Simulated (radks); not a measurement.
Results of a calculation; reference values are marked as such.
Effect of the nuclear size on the zirconium ion Zr+, [Kr] 4d2 5s1. Code: a radial shooting solver on a logarithmic mesh with Libxc functionals. Model: Dirac Kohn-Sham, relativistic LDA (MacDonald-Vosko exchange, VWN5 correlation), spin-unpolarised, spherical densities, finite nucleus; open shells are shared between the two j in proportion to 2j + 1; Fermi nuclear charge, rms radius 4.2694 fm. The rms radius is varied about that value; shifts are against it.

rms radius (fm)  total energy shift (eV)  density at nucleus (e/bohr^3)  1s1/2 shift (meV)  2s1/2 shift (meV)  4p1/2 shift (meV)  5s1/2 shift (meV)
3.6845                            -0.276                      7.504e+04               -116              -12.2              0.041             -0.033
3.8894                            -0.184                      7.464e+04              -77.4              -8.14              0.027             -0.022
4.2694                                 0                      7.396e+04              0.000              0.000              0.000              0.000
4.564                              0.153                      7.348e+04               64.5               6.78             -0.023              0.018
5.3325                             0.596                      7.237e+04                251               26.4             -0.088              0.071

Slopes of the eigenvalues against <r^2> in GHz/fm^2, as finite differences over the two radii next to the reference (eigenvalue slopes, not the field-shift constants of lines): 1s1/2 6020, 2s1/2 633, 4p1/2 -2.10, 5s1/2 1.70.
